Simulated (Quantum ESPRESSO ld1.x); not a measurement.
Task: Species: As10+. Configuration: [Ar] 3d5. Calculated with ld1.x of Quantum ESPRESSO 7.5: scalar-relativistic Kohn-Sham, LDA (Slater exchange, Perdew-Zunger correlation), spin-unpolarised, spherical densities, point nucleus. Some entries of the table are withheld. Estimate them.

| orbital | occ. | eigenvalue (hartree) | <1/r> (bohr^-1) | <r^2> (bohr^2) |
|---|---|---|---|---|
| 1s | 2 | -439.486 | 33.42 | 0.002794 |
| 2s | 2 | -64.2113 | 7.365 | 0.04848 |
| 2p | 6 | -57.5511 | 7.221 | (1) |
| 3s | 2 | -15.5696 | 2.530 | 0.3673 |
| 3p | 6 | -13.4647 | (2) | 0.3773 |
| 3d | 5 | -10.0455 | (3) | 0.3652 |
| 4s | 0 | -6.19520 | 1.102 | 1.792 |
| 4p | 0 | -5.50796 | 1.039 | 1.986 |

Result: 
(1) 2p <r^2> (bohr^2): 0.03840
(2) 3p <1/r> (bohr^-1): 2.413
(3) 3d <1/r> (bohr^-1): 2.214
